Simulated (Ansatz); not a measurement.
CH5N (SMILES CN) at its CCSD(T)/cc-pVDZ minimum, average atomic masses, point group Cs.
(charge 0, multiplicity 1):
```xyz
7

C     -0.73135     0.06282     0.10924
N      0.71115    -0.04693    -0.17011
H     -1.28106    -0.64637    -0.53753
H     -1.07559     1.08026    -0.15489
H     -1.03421    -0.13451     1.16231
H      1.01840    -0.98150     0.12248
H      1.20490     0.58567     0.46979
```

Frozen-core correlation.

Run with Ansatz (a first-principles code). 

Harmonic frequencies (cm⁻¹): 342 914 979 1072 1199 1366 1453 1491 1510 1661 2989 3084 3126 3463 3544.

### Question
Work out the rotational constants, the zero-point energy, and the ideal-gas entropy and heat capacity at 298.15 K and 1 bar (rigid rotor, harmonic oscillator).

### Answer

Principal moments 5.036, 22.476, 23.267 u Å² give 16.8576/I = 3.347, 0.7500, 0.7245 cm⁻¹. Zero point: Σω/2 = 14096 cm⁻¹ = 40.30 kcal/mol. Translation R(1.5 ln M + 2.5 ln T − 1.1517) with M = 31.058 u: 151.71 J/(mol K). Rotation with σ = 1: q = 3920.4, S = R(ln q + 3/2) = 81.27. Vibration, summed over R(u/(eᵘ − 1) − ln(1 − e⁻ᵘ)) with u = 1.43878ω/T: 6.76, of which the lowest mode gives 5.04. S° = 239.7 J/(mol K); C_p = 4R + 14.16 = 47.42 J/(mol K).
